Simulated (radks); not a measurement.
Values are calculated unless marked as measured or tabulated.
Problem. All-electron atom: Rh4.5+ in [Ar] 3d10 4s2 4d(up 3, down 3) 4p(up 2.5, down 2) (fractional occupations, a model configuration). Code: a radial shooting solver on a logarithmic mesh with Libxc functionals. Model: scalar-relativistic Kohn-Sham, PBE, spin-polarised, spherical densities, finite nucleus; Fermi nuclear charge, rms radius 4.4945 fm. Some entries of the table are withheld. Estimate them.

| orbital | occ. | eigenvalue (eV) | <r^2> (bohr^2) |
|---|---|---|---|
| 1s up | 1 | -23107.94 | 0.001438 |
| 1s down | 1 | -23107.83 | 0.001438 |
| 2s up | 1 | -3408.597 | 0.02374 |
| 2s down | 1 | -3408.528 | 0.02374 |
| 2p up | 3 | -3062.127 | 0.01869 |
| 2p down | 3 | -3062.019 | 0.01869 |
| 3s up | 1 | -664.6168 | 0.1744 |
| 3s down | 1 | -664.5003 | 0.1744 |
| 3p up | 3 | -550.6502 | 0.1769 |
| 3p down | 3 | -550.5181 | 0.1769 |
| 3d up | 5 | -368.4144 | 0.1634 |
| 3d down | 5 | -368.2761 | 0.1634 |
| 4s up | 1 | -146.4235 | 1.036 |
| 4s down | 1 | -145.8042 | 1.038 |
| 4p up | 2.5 | -113.2402 | (1) |
| 4p down | 2 | -112.6533 | (2) |
| 4d up | 3 | -64.4573 | 1.848 |
| 4d down | 3 | -63.9878 | 1.862 |

Solution. 
(1) 4p up <r^2> (bohr^2): 1.226
(2) 4p down <r^2> (bohr^2): 1.229
